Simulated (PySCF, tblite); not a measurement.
Compound: C5H6ClFO2.
Z-matrix (Å and degrees, GFN2-xTB geometry), rows numbered from 1:
```
C 
O   1  1.4149
C   2  1.3671  1  114.10
C   3  1.4866  2  118.70  1   153.01
C   4  1.5121  3   62.01  2  -110.11
F   5  1.3626  3  114.76  4   106.99
C   5  1.4671  3  119.13  4  -108.82
O   7  1.1895  5  126.14  3    45.85
Cl  7  1.7634  5  112.75  3  -132.49
H   1  1.0952  2  111.00  3    60.28
H   1  1.0951  2  111.03  3   -61.47
H   1  1.0868  2  106.06  3   179.60
H   3  1.0910  2  115.58  1   -57.31
H   4  1.0785  3  118.88  5  -106.82
H   4  1.0793  3  116.64  5   106.12
```

Method: PBE0/def2-SVPD in PySCF (dipole) on a GFN2-xTB geometry, gas phase.

Masses are those of the commonest isotopes; rigid-rotor values at the optimised geometry. The values belong to one conformer with, in the numbering `[CH3:1][O:2][C@@H:3]1[CH2:4][C@:5]1([F:6])[C:7](=[O:8])[Cl:9]`, C1–O2–C3–C4 153°, C4–C5–C7–O8 -22°.

(1) What are A, B and C (MHz)?

(2) What kind of rotor is it?

(3) What does the inertial defect say?

(4) Predict some low-J microwave lines.

(5) Estimate the classical rotational partition function at 50 K, 200 K and 500 K.

Answers

(1) Ia = 258.81, Ib = 466.36, Ic = 549.15 u·Å²; 505379 MHz·u·Å²/I gives A = 1953, B = 1084, C = 920.3 MHz.

(2) An asymmetric top. Ray's parameter κ = (2B − A − C)/(A − C) = -0.684; −1 is the prolate and +1 the oblate limit.

(3) Not planar: Δ = Ic − Ia − Ib = -176.03 u·Å². For a rigid frame Δ = −2 Σ m c², so Σ m c² = 88.01 u·Å² lies off the ab plane: 12.09 from hydrogen and 75.92 from heavier atoms. The atom farthest from that plane is 1.97 Å away.

(4) The dipole components are |μa| = 2.28 D, |μb| = 1.20 D, |μc| = 1.21 D. The squared components, which scale the intensities, stand as 1.00 : 0.28 : 0.28 (a : b : c). Some lines, for components of 0.1 D or more:

| type | branch | J(Ka,Kc) | MHz | lower level (cm⁻¹) |
| --- | --- | --- | --- | --- |
| c | Q | 1(1,1) ← 1(0,1) | 869 | 0.067 |
| a | Q | 3(1,2) ← 3(1,3) | 978 | 0.416 |
| c | Q | 5(2,4) ← 5(1,4) | 1736 | 1.070 |
| c | R | 1(1,0) ← 0(0,0) | 3036 | 0.000 |
| a | R | 3(1,3) ← 2(1,2) | 5754 | 0.224 |
| b | R | 4(1,3) ← 3(2,2) | 5919 | 0.528 |
| a | R | 3(2,2) ← 2(2,1) | 6012 | 0.327 |
| b | Q | 4(4,0) ← 4(3,1) | 6610 | 0.956 |
| b | R | 2(2,1) ← 1(1,0) | 6778 | 0.101 |
| c | R | 2(2,1) ← 1(1,1) | 6942 | 0.096 |
| a | R | 4(1,4) ← 3(1,3) | 7652 | 0.416 |
| b | R | 4(1,4) ← 3(0,3) | 8203 | 0.398 |
| b | Q | 5(5,0) ← 5(4,1) | 8512 | 1.512 |
| b | Q | 5(5,1) ← 5(4,2) | 8513 | 1.512 |
| b | R | 3(2,2) ← 2(1,1) | 8619 | 0.240 |
| a | R | 5(4,1) ← 4(4,0) | 10067 | 1.176 |
| c | R | 5(1,4) ← 4(0,4) | 12318 | 0.659 |
| c | R | 4(3,1) ← 3(2,1) | 12728 | 0.531 |
| b | R | 5(2,3) ← 4(1,4) | 14312 | 0.671 |
| c | R | 5(3,2) ← 4(2,2) | 14648 | 0.805 |
| b | R | 4(4,1) ← 3(3,0) | 14673 | 0.687 |
| c | R | 5(4,1) ← 4(3,1) | 16677 | 0.956 |
| c | R | 5(5,1) ← 4(4,1) | 18580 | 1.176 |

(5) Point group C1, symmetry number σ = 1; q = (√π/σ)·√((kT/h)³/(ABC)), k/h = 20836.6 MHz/K: 42700 at 50 K, 342000 at 200 K, 1350000 at 500 K.

Its GFN2-xTB frequencies are all real (lowest 46 cm⁻¹). Constants of a rigid frame at the computed geometry: no zero-point averaging, no centrifugal distortion. A rigid rotor knows nothing of internal rotation, which can split or shift real lines. Quadrupole hyperfine structure (35Cl) is left out.
